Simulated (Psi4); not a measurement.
HBr₂ClOSi (SMILES O[Si](Cl)(Br)Br), singlet, geometry from GFN2-xTB, atoms displaced at random by about 0.08 Å a coordinate; HF/STO-3G, gradient run with Psi4.

Here is a job for Psi4.
```
memory 2 GB

molecule {
0 1
O    -1.66755329   -0.71114409   -1.20040787
Si   -0.47124130   -0.47455418    0.05451016
Cl   -0.66476911   -1.41719625    1.78130996
Br    1.42282920   -0.81561365   -0.95009510
Br   -0.40137696    1.80543313    0.48461477
H    -2.58994781   -0.56865133   -0.88486163
symmetry c1
no_reorient
no_com
}

set {
  basis sto-3g
}

gradient('scf')
print_variables()
```

Output, abridged:

```
gradient() will perform analytic gradient computation.

   => Loading Basis Set <=

    Name: STO-3G
    Role: ORBITAL
    Keyword: BASIS

         ---------------------------------------------------------
                                   SCF
               by Justin Turney, Rob Parrish, Andy Simmonett
                          and Daniel G. A. Smith
                              RHF Reference
         ---------------------------------------------------------

  ==> Geometry <==

    Molecular point group: c1
    Full point group: C1

    Geometry (in Angstrom), charge = 0, multiplicity = 1:

       Center              X                  Y                   Z               Mass
    ------------   -----------------  -----------------  -----------------  -----------------
         O           -1.667553290000    -0.711144090000    -1.200407870000    15.994914619570
         SI          -0.471241300000    -0.474554180000     0.054510160000    27.976926534650
         CL          -0.664769110000    -1.417196250000     1.781309960000    34.968852682000
         BR           1.422829200000    -0.815613650000    -0.950095100000    78.918337600000
         BR          -0.401376960000     1.805433130000     0.484614770000    78.918337600000
         H           -2.589947810000    -0.568651330000    -0.884861630000     1.007825032230

  Running in c1 symmetry.

  Rotational constants: A =      0.04435  B =      0.02868  C =      0.02214 [cm^-1]
  Rotational constants: A =   1329.66975  B =    859.69937  C =    663.65184 [MHz]
  Nuclear repulsion =  829.736776602499503

  Charge       = 0
  Multiplicity = 1
  Electrons    = 110
  Nalpha       = 55
  Nbeta        = 55

  ==> Algorithm <==

  SCF Algorithm Type is DF.
  DIIS enabled.
  MOM disabled.
  Fractional occupation disabled.
  Guess Type is SAD.
  Energy threshold   = 1.00e-08
  Density threshold  = 1.00e-08
  Integral threshold = 1.00e-12

  ==> Primary Basis <==

  Basis Set: STO-3G
    Blend: STO-3G
    Number of shells: 30
    Number of basis functions: 60
    Number of Cartesian functions: 62
    Spherical Harmonics?: true
    Max angular momentum: 2

   => Loading Basis Set <=

    Name: (STO-3G AUX)
    Role: JKFIT
    Keyword: DF_BASIS_SCF

  ==> Integral Setup <==

  SCF_SUBTYPE=INCORE selected. In-core MEM_DF algorithm will be used.
  Using in-core AOs.

  ==> MemDFJK: Density-Fitted J/K Matrices <==

    J tasked:                   Yes
    K tasked:                   Yes
    wK tasked:                   No
    Algorithm:                 Core
    Schwarz Cutoff:           1E-12
    Mask sparsity (%):      23.6667
    Fitting Condition:        1E-10

   => Auxiliary Basis Set <=

  Basis Set: (STO-3G AUX)
    Blend: DEF2-UNIVERSAL-JKFIT
    Number of shells: 227
    Number of basis functions: 883
    Number of Cartesian functions: 1165
    Spherical Harmonics?: true
    Max angular momentum: 5

  Minimum eigenvalue in the overlap matrix is 3.2761241449E-01.
  Reciprocal condition number of the overlap matrix is 1.7518114485E-01.
    Using symmetric orthogonalization.

  ==> Pre-Iterations <==

  SCF Guess: Superposition of Atomic Densities via on-the-fly atomic UHF (no occupation information).

   -------------------------
    Irrep   Nso     Nmo
   -------------------------
     A         60      60
   -------------------------
    Total      60      60
   -------------------------

  ==> Iterations <==

                           Total Energy        Delta E     RMS |[F,P]|

   @DF-RHF iter SAD: -5899.98894509455113   -5.89999e+03   0.00000e+00
   @DF-RHF iter   1: -5903.81723135887569   -3.82829e+00   8.64959e-03 ADIIS/DIIS
   @DF-RHF iter   2: -5904.06832777695399   -2.51096e-01   2.85654e-03 ADIIS/DIIS
   @DF-RHF iter   3: -5904.09007117229430   -2.17434e-02   4.24689e-04 ADIIS/DIIS
   @DF-RHF iter   4: -5904.09092535236596   -8.54180e-04   9.57670e-05 DIIS
   @DF-RHF iter   5: -5904.09097243573706   -4.70834e-05   2.07148e-05 DIIS
[...]

  @DF-RHF Final Energy: -5904.09097581539481

   => Energetics <=

    Nuclear Repulsion Energy =            829.7367766024995035
    One-Electron Energy =               -9911.4554160547922947
    Two-Electron Energy =                3177.6276636368979780
    Total Energy =                      -5904.0909758153939038

Computation Completed

Properties will be evaluated at   0.000000,   0.000000,   0.000000 [a0]

Properties computed using the SCF density matrix

 Multipole Moments:

 ------------------------------------------------------------------------------------
     Multipole            Electronic (a.u.)      Nuclear  (a.u.)        Total (a.u.)
 ------------------------------------------------------------------------------------

 L = 1.  Multiply by 2.5417464519 to convert [e a0] to [Debye]
 Dipole X            :         -4.4216779            3.6320559           -0.7896220
 Dipole Y            :          4.0663153           -4.4412665           -0.3749512
 Dipole Z            :         -8.1769511            8.0605803           -0.1163708
 Magnitude           :                                                    0.8818353

 ------------------------------------------------------------------------------------

         ------------------------------------------------------------
                                   SCF GRAD
                          Rob Parrish, Justin Turney,
                       Andy Simmonett, and Alex Sokolov
         ------------------------------------------------------------

  ==> Geometry <==

    Molecular point group: c1
    Full point group: C1

    Geometry (in Angstrom), charge = 0, multiplicity = 1:

       Center              X                  Y                   Z               Mass
    ------------   -----------------  -----------------  -----------------  -----------------
         O           -1.667553290000    -0.711144090000    -1.200407870000    15.994914619570
         SI          -0.471241300000    -0.474554180000     0.054510160000    27.976926534650
         CL          -0.664769110000    -1.417196250000     1.781309960000    34.968852682000
         BR           1.422829200000    -0.815613650000    -0.950095100000    78.918337600000
         BR          -0.401376960000     1.805433130000     0.484614770000    78.918337600000
         H           -2.589947810000    -0.568651330000    -0.884861630000     1.007825032230

  Nuclear repulsion =  829.736776602499503

  ==> Basis Set <==

  Basis Set: STO-3G
    Blend: STO-3G
    Number of shells: 30
    Number of basis functions: 60
    Number of Cartesian functions: 62
    Spherical Harmonics?: true
    Max angular momentum: 2

  ==> DFJKGrad: Density-Fitted SCF Gradients <==

    Gradient:                    1
    J tasked:                  Yes
    K tasked:                  Yes
    wK tasked:                  No
    Integrals threads:           1
    Schwarz Cutoff:          1E-12
    Fitting Condition:       1E-10

   => Auxiliary Basis Set <=

  Basis Set: (STO-3G AUX)
    Blend: DEF2-UNIVERSAL-JKFIT
    Number of shells: 227
    Number of basis functions: 883
    Number of Cartesian functions: 1165
    Spherical Harmonics?: true
    Max angular momentum: 5

  -Total Gradient:
     Atom            X                  Y                   Z
    ------   -----------------  -----------------  -----------------
       1       -0.037881947585     0.004429431288    -0.034318806114
       2        0.031110316448    -0.085164778188     0.084262899712
       3        0.010726450559     0.033298823726    -0.046793662918
       4       -0.010933807712     0.013039957997     0.004817660431
       5        0.007903925919     0.036831842041     0.002373616590
       6       -0.000924937921    -0.002435277355    -0.010341707341

  Variable Map:
  ----------------------------------------------------------------------------
[...]
  Array Variable Map:
  ----------------------------------------------------------------------------
[...]
[...]
```
